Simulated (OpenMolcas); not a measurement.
Ni2+: CASPT2 settings compared

```
Program             : OpenMolcas
Basis               : ANO-RCC-VTZP [6s5p3d2f1g]
Scalar Hamiltonian  : DKH3, point nucleus
Active space        : 8 electrons in 5 orbitals (3d)
State averaging     : 2S+1 = 3 even, 10 roots; 2S+1 = 1 even, 15 roots kept (CI in the orbitals of an earlier block)
Spin-orbit coupling : RASSI with atomic mean-field integrals over the reference wave functions, term energies averaged over their components
```

Methods on the same reference wave functions:
A. CASSCF
B. SS-CASPT2, IPEA 0.15 Eh, no level shift (closed shells correlated: 3s 3p)
C. SS-CASPT2, IPEA 0.35 Eh, imaginary shift 0.05 Eh (closed shells correlated: 3s 3p)
D. SS-CASPT2, IPEA 0.1 Eh, real shift 0.05 Eh (closed shells correlated: none)

Energies in cm-1 above 3d8 3F4, the measured ground level; measured values from Corliss and Sugar, J. Phys. Chem. Ref. Data 10, 197 (1981).

| Level | A | B | C | D | Measured |
| --- | --- | --- | --- | --- | --- |
| 3d8 3F4 | 0.0 | 0.0 | 0.0 | 0.0 | 0.0 |
| 3d8 3F3 | 1344 | 1346 | 1347 | 1346 | 1361 |
| 3d8 3F2 | 2270 | 2250 | 2250 | 2260 | 2270 |
| 3d8 1D2 | 17188 | 13670 | 13730 | 15210 | 14032 |
| 3d8 3P2 | 20794 | 16920 | 17140 | 17610 | 16662 |
| 3d8 3P1 | 21181 | 17270 | 17510 | 17800 | 16978 |
| 3d8 3P0 | 21451 | 17530 | 17770 | 18060 | 17231 |
| 3d8 1G4 | 26668 | 23540 | 23510 | 24700 | 23109 |
| 3d8 1S0 | 64364 | 53370 | 53510 | 55800 | 52532 |

Deviations, from unrounded energies. A percentage is the sum of absolute deviations over the sum of measured energies, with the sign that they share, or ± where signs differ.

```csv
Against measurement,Levels,A,B,C,D
mean absolute deviation (cm-1),8,3900,310,410,1100
fine structure of the ground term (%),2,±0.5,-0.9,-0.9,-0.6
other terms of the ground configuration (%),6,+22.1,±1.8,±2.3,+6.1
```

B lies closest to measurement on these levels and A furthest from it. The largest miss of B in the table is 3d8 1S0, by +840 cm-1. The ranking rests on the paired levels alone, and a cruder setting can come out closer through cancelling errors.

Among B to D the level of the table that moves most is 3d8 1S0, by 2400 cm-1 (lowest in B, highest in D). Moves below CASPT2's spread within the term are not significant.

The mean deviations of B to D differ by less than CASPT2's widest spread within a term (1100 cm-1), so their order carries little weight.

From A to B the spin-free energies of the other terms of 3d8 shown, above 3F, scale by factors of 0.79 to 0.88, as is usual when dynamic correlation screens the repulsion within a d or f shell.

The lowest spin-free term lies below A's lowest term by 0.631 hartree in B, 0.627 hartree in C, 0.271 hartree in D.

CASPT2 breaks the degeneracy within a term, and the mean is taken; among the terms shown or strongly mixed into the levels shown the widest spread is 1100 cm-1 (3d8 3F, B). Terms from blocks run as CI alone lack orbitals of their own. Without dynamic correlation excited terms often stand tens of per cent too high (terms of higher spin than the ground term too low), and those without a measured partner can miss by more than the paired ones (holds for A). Some levels mix across a computed gap that differs much from the measured one, so their mixing is not that of the real levels (holds for A). Computed and measured levels are paired by configuration, term and J; levels that our copy of the source lacks, or whose pairing is in doubt (as where it misses far off the trend of its configuration), stay unpaired and out of the deviations. Only configurations of the active space appear.
